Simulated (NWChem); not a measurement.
C2H5NOSi; SMILES N1=COC[SiH2]1

```xyz
10

C      0.9181     1.0532     0.0000
N      1.3356    -0.1496     0.0000
Si    -0.0814    -1.1934     0.0000
C     -1.2979     0.2988     0.0000
O     -0.3865     1.4423     0.0000
H      1.5684     1.9299     0.0000
H     -0.1763    -2.0535     1.2081
H     -0.1763    -2.0535    -1.2081
H     -1.9307     0.3900    -0.8876
H     -1.9307     0.3900     0.8876
```
Atoms are numbered in this order, from 1.

Level: B3LYP/6-31G* (spherical d) (NWChem), optimised geometry, unscaled harmonic frequencies. 

Question: List the harmonic frequencies with IR intensities, and the thermochemistry.

Answer: 
```csv
frequency (cm⁻¹),IR intensity (km/mol)
166,0.2
421,5.8
494,16.8
505,15.7
659,2.8
691,40.7
757,29.6
794,36.3
847,34.6
874,33.7
905,21.7
994,3.0
995,150.7
1120,226.3
1220,5.0
1298,18.5
1382,4.7
1503,2.5
1680,275.5
2257,134.9
2258,172.9
3085,17.4
3133,13.3
3172,30.7
```

```
Quantity                                                                            Value
-----------------------------------------------------------------------  ----------------
zero-point energy                                                           44.6 kcal/mol
thermal correction to the enthalpy at 298.15 K (with zero-point energy)     48.3 kcal/mol
heat capacity Cv                                                         18.1 cal/(mol K)
entropy at 298.15 K and 1 atm (symmetry number 1)                        71.5 cal/(mol K)
dipole moment                                                                      1.95 D
```

Rigid rotor and harmonic oscillator.
